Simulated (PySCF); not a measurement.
Species: C8H10O2P (charge -1).
Atom-mapped SMILES: `[CH3:1][c:2]1[cH:3][cH:4][cH:5][c:6]([P@:7]([CH3:8])(=[O:9])[O-:10])[cH:11]1`

NICS is the negative of the GIAO shielding at a point without a nucleus: at the ring centre (0) and 1 Å above and below it (1); zz is the component along the ring normal. Level: GIAO PBE0/pcSseg-1 (PySCF, non-relativistic, gas phase) on the GFN2-xTB geometry, one conformer.

Ring bond lengths (Å), with Mayer bond orders in brackets: C2–C3 1.389 (1.41), C3–C4 1.386 (1.43), C4–C5 1.383 (1.41), C5–C6 1.384 (1.43), C6–C11 1.383 (1.43), C11–C2 1.388 (1.37).

Problem. Give the NICS values of each ring in ppm.

Solution. 
```csv
ring,type,NICS(0),"NICS(1), two faces","NICS(1)zz, two faces",rms pucker (Å),"centre to ring atoms, mean (Å)"
C2–C3–C4–C5–C6–C11,6-membered carbocycle; formal bonds all aromatic,-8.8,-11.5 / -11.6,-27.9 / -28.2,0.00,1.39
```

Problem. What do they say, and how far can they be read as aromaticity?

Solution. 
- C2–C3–C4–C5–C6–C11: mean NICS(1)zz -28.1 ppm, shielded. The ring is flat and has no four-coordinate atom; by the NICS criterion it is aromatic.

Problem. And the bond-length index? Use HOMA with the parameters of Krygowski (1993).

Solution. 
- C2–C3–C4–C5–C6–C11: HOMA 1.00 = 1 − EN − GEO, with mean bond length 1.385 Å, EN = α(Ropt − mean)² = 0.002 and GEO = α × variance = 0.002. The geometric and the magnetic index point the same way.

Problem. List the ring angles and the Hirshfeld charges of the ring atoms.

Solution. 
- C2–C3–C4–C5–C6–C11: C2 118.6° (-0.007 e), C3 120.5° (-0.081 e), C4 120.1° (-0.073 e), C5 120.1° (-0.058 e), C6 119.5° (-0.051 e), C11 121.3° (-0.058 e); sum 720.0° against 720° for a flat convex ring.

On one thread of an Arm Neoverse N1 (shared host), this took 1.7 min. This is the whole shielding run at PBE0/pcSseg-1, SCF included.

Conformer computed: `[CH3:1][c:2]1[cH:3][cH:4][cH:5][c:6]([P@:7]([CH3:8])(=[O:9])[O-:10])[cH:11]1`: C5–C6–P7–C8 90°.
